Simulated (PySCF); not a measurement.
# Adding and removing an electron: Pb₂

UHF-MP2; Pb cc-pVDZ-PP with ECP60; scalar-relativistic core potentials (PySCF 2.14). Neutral (UHF): triplet (π ↑↑), Re = 2.917 Å, ωe = 136 cm⁻¹, De = 1.73 eV.

Pb₂⁺ (UHF): quartet (σ ↑, π ↑↑), Re = 2.924 Å, ωe = 125 cm⁻¹, De = 2.19 eV to Pb⁺ + Pb. The energies at the minima are -383.84213 hartree for Pb2 and -383.60734 for Pb₂⁺.

Question: Work out the adiabatic ionisation energy, without and with harmonic zero-point energies (1 hartree = 27.2114 eV, 1 eV = 8065.5 cm⁻¹), and the change of the bond length.

Answer: At UHF-MP2: 0.23479 hartree = 6.389 eV between the minima; the zero-point term (125.0 − 136.0)/2 cm⁻¹ = -0.001 eV makes it 6.388 eV. Re changes by +0.7 pm against the neutral. The electron leaves a σ orbital, and the small change of length marks it as nearly non-bonding.

Correlated steps freeze 8 core orbitals. Correlated levels converge slowly with the basis: in double zeta they bind strong bonds too weakly, by up to about 1 eV, and carry superposition errors of some tenths. Spin–orbit coupling is left out, which matters for elements this heavy, above all for dissociation energies. States were picked by a PBE0 search and need not be the measured ground states.
